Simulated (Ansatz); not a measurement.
```yaml
crystal:
  periodic: [false, false, false]
  atoms:
    - {symbol: F, position_ang: [-2.299712, 0.151335, 0.072286]}
    - {symbol: Ge, position_ang: [-0.782341, -0.191269, -0.744430]}
    - {symbol: In, position_ang: [1.173331, 0.231046, 0.940569]}
    - {symbol: H, position_ang: [-0.929359, -1.649452, -1.233507]}
    - {symbol: H, position_ang: [-0.796080, 0.730711, -1.984015]}
    - {symbol: H, position_ang: [0.840235, 0.760296, 2.543419]}
    - {symbol: H, position_ang: [2.793918, -0.032676, 0.405678]}
basis:
  gaussian: {orbitals: def2-TZVPD}
total_charge: 1
magnetization: {spin_polarized: true, initial_magnetization: 1}
hamiltonian: {xc: {name: wPBEh}}
smearing: {width: 0.1}
output: {forces: true}
```

```sh
$ ansatz run in.yaml --threads 2 --pin off --events-out ev --progress --plain --max-ram 4352MiB
```

(1) How does Ansatz answer? (Best estimate.)

Results:

(1) Ansatz gave: The input was rejected before any iteration.
```
Error: YAML parse error: error: line 16 column 1: unknown field `smearing`, expected one of crystal, accuracy, basis, kpoints, hamiltonian, magnetization, projection, total_charge, correlation, batch, efield, external_charges, scf, relax, neb, saddle, md, ramp, phonons, dielectric, real_time, elastic, magnetic_configurations, gw, evaluate, workflow, output, checkpoint, execution
14 | magnetization: {spin_polarized: true, initial_magnetization: 1}
15 | hamiltonian: {xc: {name: wPBEh}}
16 | smearing: {width: 0.1}
17 | output: {forces: true}
```
